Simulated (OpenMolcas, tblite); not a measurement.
# C2H7BO (SMILES CBOC): methods side by side

C2H7BO: 11 atoms, total charge 0, spin state singlet. SMILES: `CBOC`. Geometry: relaxed at PBE0-D4/def2-TZVP. This is one conformer, not always the lowest.

```xyz
11

C    -1.3062    1.3417   -0.3647
B    -0.4347    0.2067    0.2571
O     0.6266   -0.2671   -0.4252
C     1.4544   -1.2897    0.0839
H    -0.9660    1.6570   -1.3526
H    -2.3514    1.0213   -0.4376
H    -1.3157    2.2146    0.2979
H    -0.6787   -0.2682    1.3408
H     1.4464   -2.1330   -0.6101
H     1.1138   -1.6261    1.0674
H     2.4768   -0.9142    0.1637
```

Each level gives the dipole moment (D). The values are calculated.

| level | kind | program | value (D) | CPU time |
| --- | --- | --- | --- | --- |
| IPEA1-xTB | semi-empirical | tblite | 1.28 | under 2 s |
| HF/cc-pVDZ | Hartree–Fock | OpenMolcas | 1.19 | 11 s |
| SVWN5/cc-pVDZ | LDA | OpenMolcas | 1.02 | 40 s |
| BLYP/cc-pVDZ | GGA | OpenMolcas | 1.04 | 85 s |
| revPBE/cc-pVDZ | GGA | OpenMolcas | 1.02 | 1.7 min |
| r2SCAN/cc-pVDZ | meta-GGA | OpenMolcas | 1.04 | 1.9 min |
| M06-2X/cc-pVDZ | hybrid meta-GGA | OpenMolcas | 1.10 | 1.7 min |

The values span 1.02 to 1.28 D. Magnitudes only. CPU times are rough (shared hosts, several kinds of processor and program).
